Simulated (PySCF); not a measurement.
Compound: C5H9F3O.
Numbering: `[CH3:1][CH:2]([CH3:3])[O:4][CH2:5][C:6]([F:7])([F:8])[F:9]` (hydrogens: H10, H11, H12 on C1; H13 on C2; H14, H15, H16 on C3; H17, H18 on C5)

The same species was optimised twice, with GFN2-xTB and with PBE0-D3(BJ)/def2-SVP (PySCF), and the same property calculations (PySCF, gas phase) were run on both structures.

```tsv
coordinate	GFN2-xTB	PBE0-D3(BJ)/def2-SVP	change
C5–C6 (Å)	1.537	1.519	-0.018
C2–O4 (Å)	1.439	1.428	-0.011
C1–C2 (Å)	1.526	1.516	-0.010
C2–C3 (Å)	1.526	1.517	-0.009
C6–F9 (Å)	1.344	1.336	-0.008
O4–C5 (Å)	1.384	1.379	-0.005
C6–F7 (Å)	1.334	1.330	-0.004
C6–F8 (Å)	1.343	1.342	-0.001
C1–C2–C3 (°)	111.4	113.0	+1.6
C5–C6–F7 (°)	113.2	111.9	-1.3
F7–C6–F9 (°)	107.0	108.2	+1.2
F8–C6–F9 (°)	106.1	107.3	+1.2
C5–C6–F8 (°)	112.9	112.1	-0.8
C3–C2–O4 (°)	109.6	108.9	-0.7
C5–C6–F9 (°)	110.4	109.8	-0.6
F7–C6–F8 (°)	106.8	107.3	+0.5
C1–C2–O4–C5 (°)	-127	-122	+5
C2–O4–C5–C6 (°)	-74	-77	-3
O4–C5–C6–F7 (°)	-48	-50	-2
```

Rotational constants: A = 3117, B = 951.3, C = 878.9 MHz (GFN2-xTB) against A = 3120, B = 957.6, C = 886.1 MHz (PBE0-D3(BJ)/def2-SVP). Point groups within 0.08 Å: C1 and C1.

On the GFN2-xTB structure: HOMO (eV) -7.91 [PBE0/pcSseg-1]; LUMO (eV) 1.34 [PBE0/pcSseg-1]; dipole (D) 2.05 [PBE0/pcSseg-1]; GIAO shielding of C1/C3 (mean) (ppm) 161.6 [PBE0/pcSseg-1]; GIAO shielding of C2 (ppm) 107.2 [PBE0/pcSseg-1]; GIAO shielding of O4 (ppm) 283.4 [PBE0/pcSseg-1]; GIAO shielding of C5 (ppm) 113.7 [PBE0/pcSseg-1]; GIAO shielding of C6 (ppm) 52.8 [PBE0/pcSseg-1]; GIAO shielding of F7/F8/F9 (mean) (ppm) 260.7 [PBE0/pcSseg-1].

**Question.** What do these properties become on the PBE0-D3(BJ)/def2-SVP structure?

**Answer.** 
```csv
property,level,on GFN2-xTB,on PBE0-D3(BJ)/def2-SVP,change
HOMO (eV),PBE0/pcSseg-1,-7.91,-7.91,0.00
LUMO (eV),PBE0/pcSseg-1,1.34,1.33,-0.01
dipole (D),PBE0/pcSseg-1,2.05,1.98,-0.07
"energy, GFN2-xTB geometry as zero (kcal/mol)",PBE0/pcSseg-1,0.0,-0.6,-0.6
GIAO shielding of C1/C3 (mean) (ppm),PBE0/pcSseg-1,161.6,160.1,-1.5
GIAO shielding of C2 (ppm),PBE0/pcSseg-1,107.2,108.3,+1.1
GIAO shielding of O4 (ppm),PBE0/pcSseg-1,283.4,286.5,+3.1
GIAO shielding of C5 (ppm),PBE0/pcSseg-1,113.7,114.5,+0.8
GIAO shielding of C6 (ppm),PBE0/pcSseg-1,52.8,54.5,+1.7
GIAO shielding of F7/F8/F9 (mean) (ppm),PBE0/pcSseg-1,260.7,266.1,+5.4
```

The heavy atoms differ by 0.054 Å rms after alignment. Among bonds between heavy atoms C5–C6 changes most (-0.018 Å). Changes are differences of the printed values. Neither structure is proved a minimum here.

Shape of the structure used: `[CH3:1][CH:2]([CH3:3])[O:4][CH2:5][C:6]([F:7])([F:8])[F:9]`: C1–C2–O4–C5 -122°, C2–O4–C5–C6 -77°, O4–C5–C6–F7 -50°.
